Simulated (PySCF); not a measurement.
C4H7F2NO.
SMILES: `CC(NCC(F)F)=O`

Computed, not measured: TDDFT B3LYP/def2-SVPD, vertical, gas phase, core orbitals frozen in the response (PySCF 2.14.0, density-fitted response routines). Geometry: GFN2-xTB, one conformer, isolated molecule. Torsions of this conformer, `[CH3:1][C:2](=[O:3])[NH:4][CH2:5][CH:6]([F:7])[F:8]`: C1–C2–N4–C5 -176°, C2–N4–C5–C6 96°, N4–C5–C6–F7 62°.

```tsv
state	E (eV)	λ (nm)	f	|μ| (D)	main configurations (H = HOMO, L = LUMO)
S1	5.74	216.2	0.0015	0.26	H→L (56%), H→L+1 (32%)
S2	6.60	187.8	0.0049	0.44	H→L+1 (55%), H→L (37%)
S3	6.80	182.2	0.014	0.74	H-1→L+1 (56%), H-1→L (36%)
S4	7.12	174.0	0.151	2.37	H-1→L (44%), H-1→L+1 (32%)
S5	7.51	165.1	0.017	0.77	H→L+2 (83%)
S6	7.68	161.4	0.0045	0.39	H→L+3 (53%), H-1→L+2 (26%), H-1→L+3 (11%)
S7	7.76	159.8	0.016	0.75	H-1→L+2 (59%), H→L+3 (22%)
S8	7.86	157.7	0.0038	0.36	H→L+4 (61%), H-1→L+3 (25%)
```

Triplets, Tamm–Dancoff:

| state | E (eV) | λ (nm) | main configurations (H = HOMO, L = LUMO) |
| --- | --- | --- | --- |
| T1 | 5.24 | 236.7 | H→L (58%), H→L+1 (36%) |
| T2 | 5.54 | 223.9 | H-1→L (57%), H-1→L+1 (34%) |
| T3 | 6.49 | 190.9 | H→L+1 (49%), H→L (31%), H-1→L+1 (10%) |

The lowest singlet lies at 5.74 eV (216 nm, ultraviolet) and is very weak; its leading configuration is HOMO→LUMO (56%). The most intense listed level is S4 at 7.12 eV (174 nm, f = 0.151), 1.39 eV above S1. Löwdin shares by element: HOMO oxygen 62%, carbon 17% or more, nitrogen 12%; LUMO carbon 37% or more, oxygen 17%, hydrogen 10% or more (atoms not listed hold the other 36%). Of the 8 states listed, 4 reach f = 0.01 and none stays under 0.0005. The listed states span 2.13 eV, and the widest gap between neighbours is 0.87 eV (S1 to S2). Weighted by f, the mean energy of these states is 7.19 eV. Only the lowest 8 singlets were computed, as vertical energies without vibronic structure.

Hardware: one thread of an x86-64 server, shared host. Cost: 48 s wall.
